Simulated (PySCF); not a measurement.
Compound: C₂H₈FN₂Si (doublet state).
Cartesian coordinates in Å at the GFN2-xTB level; atoms count from 1:
```xyz
14
C2H8FN2Si angstrom
C     -0.3275    1.4373   -0.0711
N     -0.3945    0.0030   -0.1334
C     -1.7202   -0.4924   -0.3918
Si     0.7457   -0.9607    0.7390
N      2.3393   -0.3777    0.4092
F      0.6959   -2.3807   -0.0670
H      0.7081    1.7428    0.0513
H     -0.9208    1.8465    0.7572
H     -0.7137    1.8584   -1.0032
H     -2.4325   -0.1900    0.3862
H     -2.0736   -0.0982   -1.3485
H     -1.6995   -1.5772   -0.4462
H      2.7979    0.2342    1.0615
H      2.9946   -1.0460    0.0347
```

The hyperfine couplings belong to this conformer and change with its torsions.

As a line formula: `N([Si](F)N)(C)C` [radical].

Computed with PySCF 2.14.0, UKS B3LYP, pcH-1 on C F H N Si, non-relativistic, mean-field spin-orbit, GIAO. The structure is a single GFN2-xTB conformer in the gas phase; no vibrational or solvent corrections. The geometry wasn't refined by DFT: couplings that depend on bond lengths, twists or pyramidal angles can differ widely from those at the functional's own minimum, by a factor of two or more for some ions and for spin on atoms past the first row. The SCF solution wasn't tested for stability.

Q: Give the principal g shifts and their parts.

A: 
```json
{"Δg (ppm)": "relativistic mass correction", "1": "-196", "2": "-196", "3": "-196"}
{"Δg (ppm)": "gauge correction", "1": "97", "2": "28", "3": "94"}
{"Δg (ppm)": "orbital Zeeman/spin–orbit", "1": "-1313", "2": "-25", "3": "412"}
{"Δg (ppm)": "total", "1": "-1413", "2": "-193", "3": "310"}
```

So g = 2.00091, 2.00213, 2.00263 and g_iso = 2.00189; the tensor is rhombic: the two nearest values differ by 29 % of g3 − g1. Axes: g3 points within 13° of the C1–N2 bond.

Q: What are the electron Larmor frequencies g μB B/h along the three axes at 330 mT?

A: 9.2417, 9.2473, 9.2497 GHz for g1, g2 and g3, a range of 8.0 MHz.

Q: What effective moment and Curie constant follow for a powder?

A: With the mean of g² = 4.0076 and S(S+1) = 0.75: μ_eff = √(⟨g²⟩S(S+1)) = 1.734 μB and χT = 0.12505·⟨g²⟩·S(S+1) = 0.376 cm³ K/mol (cgs; spin-Hamiltonian part alone).

Q: How much does each term add to the isotropic shift?

A: The orbital-Zeeman/spin–orbit term -309, the mass correction -196 and the gauge correction 73 ppm, for a total of -432 ppm. The orbital-Zeeman/spin–orbit term is the largest in size. The mass correction is the same along every axis, so the anisotropy comes from the other two: their spans along these axes are 68 (gauge) and 1725 ppm (orbital Zeeman/spin–orbit).

Q: In a frozen sample, at which fields do the three g values resonate at 9.5, 34, 94 and 263 GHz (hyperfine left aside), and which band first spreads them over more than twice a line width of 0.5 mT?

A: 
```tsv
band	GHz	B(g3) mT	B(g2) mT	B(g1) mT	spread mT
X	9.5	338.93	339.02	339.22	0.29
Q	34.0	1213.02	1213.32	1214.06	1.04
W	94.0	3353.63	3354.48	3356.52	2.89
J	263.0	9383.04	9385.40	9391.12	8.08
```

The spread grows in proportion to the frequency. Q band is the first where it exceeds 1.0 mT.

The Mulliken spin populations are largest on Si4 (+0.69), N2 (+0.17) and N5 (+0.10). The angles at Si4 add up to 314.5°, so it is pyramidal.

The HOMO–LUMO gaps are 5.94 eV among the α and 4.02 eV among the β orbitals.

The run took 49 s of wall time (with the writing of density and orbital grids) on an Arm Neoverse V1 with one thread, no GPU, shared host with 64 logical CPUs at a one-minute load of 46, and the process peaked at 0.92 GiB of memory.
